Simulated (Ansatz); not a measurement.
Input and output for CH₈BGaSi, SMILES `[BH2][GaH][SiH2]C`.

```yaml
crystal:
  periodic: [false, false, false]
  atoms:
    - {symbol: B, position_ang: [-0.833904, 2.959587, 0.527461]}
    - {symbol: Ga, position_ang: [0.382938, 1.352087, 0.107117]}
    - {symbol: Si, position_ang: [-0.472409, -0.877797, -0.308235]}
    - {symbol: C, position_ang: [0.818486, -2.237795, -0.163211]}
    - {symbol: H, position_ang: [-1.314897, 3.639802, -0.334684]}
    - {symbol: H, position_ang: [-1.136506, 3.249316, 1.650945]}
    - {symbol: H, position_ang: [1.951981, 1.520019, 0.009873]}
    - {symbol: H, position_ang: [-1.617239, -1.179055, 0.602119]}
    - {symbol: H, position_ang: [-1.037725, -0.877537, -1.693170]}
    - {symbol: H, position_ang: [0.386980, -3.212578, -0.401846]}
    - {symbol: H, position_ang: [1.649756, -2.052776, -0.846849]}
    - {symbol: H, position_ang: [1.222540, -2.283273, 0.850489]}
basis:
  gaussian: {orbitals: pcseg-2}
hamiltonian: {xc: {name: PBE0}}
scf: {lower_state_search: full}
output: {forces: true}
```

```sh
$ ansatz run in.yaml --threads 4 --pin off --events-out ev --progress --plain --max-ram 10444MiB
```

Output, abridged:

```
Functional definition: PBE0
1453 factors; their error is unknown
mean field evaluation 1: about -62080.3213 eV, gradient 5.5e1 eV
mean field evaluation 2: about -62078.0439 eV, gradient 5.9e1 eV
mean field evaluation 4: about -62087.2052 eV, gradient 2.2e0 eV
mean field evaluation 8: about -62087.2181 eV, gradient 2.8e-2 eV
mean field evaluation 16: about -62087.5053 eV, gradient 1.9e-4 eV
mean field -62087.50531207 eV, -2281.6737357958 hartree, gradient 3.4e-5 eV, S^2 0.000000; 0 other end points of the search recorded, 0 dependent functions left out
reference -62087.50536557 eV, -2281.6737377622 hartree; 32, 32 occupied and 217, 217 virtual orbitals, 1453 factors
Total energy: -62087.50536557 eV, -2281.6737377622 hartree
Atom 0 at    -0.833904     2.959587     0.527461 Å, force    -0.013961     0.021479     0.006013 eV/Å
Atom 1 at     0.382938     1.352087     0.107117 Å, force     0.044211     0.044994     0.001727 eV/Å
Atom 2 at    -0.472409    -0.877797    -0.308235 Å, force    -0.016908    -0.031948    -0.006835 eV/Å
Atom 3 at     0.818486    -2.237795    -0.163211 Å, force     0.022752    -0.026885     0.004000 eV/Å
Atom 4 at    -1.314897     3.639802    -0.334684 Å, force     0.012274    -0.015495     0.011515 eV/Å
Atom 5 at    -1.136506     3.249316     1.650945 Å, force     0.009135    -0.009527    -0.018048 eV/Å
Atom 6 at     1.951981     1.520019     0.009873 Å, force    -0.050550    -0.003467     0.002649 eV/Å
Atom 7 at    -1.617239    -1.179055     0.602119 Å, force     0.006605     0.005825    -0.004921 eV/Å
Atom 8 at    -1.037725    -0.877537    -1.693170 Å, force     0.003377     0.005427     0.007034 eV/Å
Atom 9 at     0.386980    -3.212578    -0.401846 Å, force     0.013461     0.022813     0.006356 eV/Å
Atom 10 at     1.649756    -2.052776    -0.846849 Å, force    -0.021069    -0.009364     0.018481 eV/Å
Atom 11 at     1.222540    -2.283273     0.850489 Å, force    -0.009327    -0.003852    -0.027971 eV/Å
Dipole moment:     0.069715    -0.069486     0.034236 e Å
```

Run time 2.9 s (4 threads of an INTEL XEON PLATINUM 8581C on a shared host); peak host memory 0.71 GiB.
